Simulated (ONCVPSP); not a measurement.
# Configuration tests for W (Z = 74) (ONCV)

- Element: W (Z = 74)
- Generator: ONCVPSP 4.0.1
- Type: optimised norm-conserving Vanderbilt (ONCV)
- Functional: PBEsol
- Relativity: scalar-relativistic
- Frozen core: [Kr] 4d10 4f14
- Valence charge: 14
- Reference configuration: 5s2 5p6 5d3 (charge +3)
- Partial waves: 5s: rc 1.65 bohr, ncon 5, nbas 9, qcut 5.6 1/bohr, 2 projectors, debl 1 Ha; 5p: rc 1.30 bohr, ncon 3, nbas 7, qcut 5.8 1/bohr, 1 projector; 5d: rc 2.40 bohr, ncon 3, nbas 8, qcut 7.1 1/bohr, 1 projector; f scattering state at 0.19 Ha: rc 2.40 bohr, ncon 4, nbas 8, qcut 4.5 1/bohr, 1 projector
- Local potential: polynomial inside 1.30 bohr (lpopt 5, dvloc0 3 Ha)
- Core correction: Teter function, fcfact 4.5, rcfact 1.2

In the s channel the program set the typed energies aside and used -3.969, 0.050 Ha.

Energies are relative to the spin-unpolarised reference configuration 5s2 5p6 5d3; without spin polarisation the order of configurations can differ from experiment.

Give the all-electron excitation energy and the error of the potential for: 5s2 5p6 5d4 6s2; 5s2 5p6 5d4 6s1; 5s2 5p6 5d4; 5s2 5p6 5d5.

```tsv
valence configuration	charge	ΔE all-electron (eV)	error AE − PS (meV)
5s2 5p6 5d4 6s2	0	-50.025	+31
5s2 5p6 5d4 6s1	+1	-41.100	+19
5s2 5p6 5d4	+2	-25.404	+4.5
5s2 5p6 5d5	+1	-40.301	+9.2
```

Levels in the configuration 5s2 5p6 5d4 6s1:

```
level  all-electron (eV)  pseudo (eV)
   5s            -86.617      -86.535
   5p            -50.752      -50.704
   5d            -11.775      -11.780
   6s            -12.225      -12.235
```
